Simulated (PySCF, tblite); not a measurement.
Isomers of C6H9F3Si. Computed with GFN2-xTB (tblite): harmonic, unscaled wavenumbers at the GFN2-xTB geometry, gas phase. This tight-binding method is rough: wavenumbers can miss measured ones by several per cent, in bad cases by 10 to 20. Modes of hydrogen on silicon can be 10 to 20 % off. One conformer each.

Electronic energies: PBE0/pcSseg-1 single points on the GFN2-xTB geometries (PySCF, gas phase).

```json
{"SMILES": "C#CC[C@](F)([SiH2]C)C(F)F", "electronic energy, lowest = 0 (kcal/mol)": "8.4"}
{"SMILES": "C=CC[SiH2]CC(F)=C(F)F", "electronic energy, lowest = 0 (kcal/mol)": "0.0"}
{"SMILES": "FC(F)=C(F)C[SiH2]C1CC1", "electronic energy, lowest = 0 (kcal/mol)": "2.9"}
```

Problem. How do GFN2-xTB zero-point energies change the relative energies?

Solution. 
| SMILES | ZPE (kcal/mol) | of it from modes above 1550 cm⁻¹ | electronic (kcal/mol) | with ZPE, lowest = 0 (kcal/mol) | lowest mode (cm⁻¹) | rings |
| --- | --- | --- | --- | --- | --- | --- |
| C=CC[SiH2]CC(F)=C(F)F | 82.2 | 41.9 | 0.0 | 0.0 | 19 | 0 |
| FC(F)=C(F)C[SiH2]C1CC1 | 83.4 | 39.6 | 2.9 | 4.1 | 24 | 1 |
| C#CC[C@](F)([SiH2]C)C(F)F | 81.5 | 40.3 | 8.4 | 7.6 | 44 | 0 |

The zero-point energies span 1.9 kcal/mol, from `C#CC[C@](F)([SiH2]C)C(F)F` to `FC(F)=C(F)C[SiH2]C1CC1`. The order is unchanged.

Problem. And how do the electronic energies of GFN2-xTB itself compare?

Solution. `C=CC[SiH2]CC(F)=C(F)F` 5.7; `FC(F)=C(F)C[SiH2]C1CC1` 0.0; `C#CC[C@](F)([SiH2]C)C(F)F` 8.5 kcal/mol, lowest = 0. Against the energies above, taken from the same isomer `C=CC[SiH2]CC(F)=C(F)F`, the largest difference is 8.6 kcal/mol.
